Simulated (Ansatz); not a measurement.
Isolated molecules relaxed with PBE0-D4/def2-TZVP in Ansatz; ΔE leaves out vibrations. CCSD(T)/CBS is the MP2 limit (def2-TZVPP, def2-QZVPP) plus CCSD(T) − MP2 in def2-TZVPP, frozen cores. This one scheme is used for every species. DFT in def2-TZVPP. For Ge outer-core shells are correlated without core-valence functions, which leaves a few kJ/mol of doubt a bond. Scalar relativity is left out up to krypton. Each species was taken in one conformer, which may not be the lowest.

Consider the formal exchange of groups at a C–C bond: `O[SiH2]CC[SiH3]` + `[Cl][GeH3]` → `[SiH3][CH2][GeH2][Cl]` + `C[SiH2]O`.

| level | ΔE (eV) |
| --- | --- |
| PBE-D4 | -0.57 |
| PBE0-D4 | -0.60 |
| ωB97X-V | -0.60 |
| PBE0 | -0.62 |
| HF/def2-TZVPP | -0.66 |
| SCS-MP2/def2-TZVPP | -0.68 |
| CCSD(T)/def2-TZVPP | -0.65 |
| MP2/def2-QZVPP | -0.71 |

Q: What does CCSD(T)/CBS give? (Estimate.)

A: Computed: -0.67 eV. The listed levels differ from it by 0.10, 0.07, 0.07, 0.05, 0.01, -0.01, 0.02, -0.04 eV.

Largest T1 diagnostic among the species: 0.011.

The D4 term adds +0.03 eV with B3LYP and +0.02 eV with PBE0; it sums over pairs of atoms, weighted by their polarisabilities, and B3LYP, whose exchange is more repulsive, gets the larger term.

B3LYP here is the variant with VWN-RPA as its local correlation; programs differ in this.
